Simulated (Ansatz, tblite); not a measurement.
Removing an electron: Cu2O2⁻ (the lowest doublet isomer of a short search). The state is a doublet with charge -1. Geometry: PBE0-D4/def2-SVPD. Ansatz, gas phase; energy differences of separate SCF runs; the oxidised species is a triplet (the singlet lies 1.45 eV higher at PBE0-D4/def2-TZVPD).

```xyz
4

Cu   -0.524   -0.226   -0.250
Cu    1.640    0.567    0.821
O     0.379    1.344   -0.127
O    -1.495   -1.686   -0.444
```

The xTB rows come from tblite. The structure comes from a short search, and lower isomers may exist.

| level | −HOMO (eV) | vertical IE (eV) | −LUMO (eV) | HOMO–LUMO gap (eV) | remarks |
| --- | --- | --- | --- | --- | --- |
| GFN2-xTB | – | 7.63 | – | – | – |
| PBE-D4/def2-TZVPD | -0.18 | 2.48 | -0.58 | 0.40 | HOMO above zero (-1 doublet), spin-contaminated (⟨S²⟩ 0.88) (-1 doublet) |
| PBE0-D4/def2-TZVPD | 0.86 | 2.46 | -1.44 | 2.30 | – |

Q: Estimate the rows for GFN1-xTB, r2SCAN-D4/def2-TZVPD.

A: 
```csv
level,−HOMO (eV),vertical IE (eV),−LUMO (eV),HOMO–LUMO gap (eV),remarks
GFN1-xTB,–,7.71,–,–,–
r2SCAN-D4/def2-TZVPD,0.02,2.43,-0.66,0.67,spin-contaminated (⟨S²⟩ 0.99) (-1 doublet)
```

  A HOMO above zero means that the electron is unbound at that level or that self-interaction error raises the level; the energy of removing that electron tells which. HOMO and LUMO are the levels of the spin that leaves or enters (xTB has no such levels and no spin-polarisation term). Other spin states of the ions may lie lower, which would lower the ionisation energy or raise the affinity. Raw xTB energy differences between charge states are shifted by several eV; the methods need an empirical correction for them.
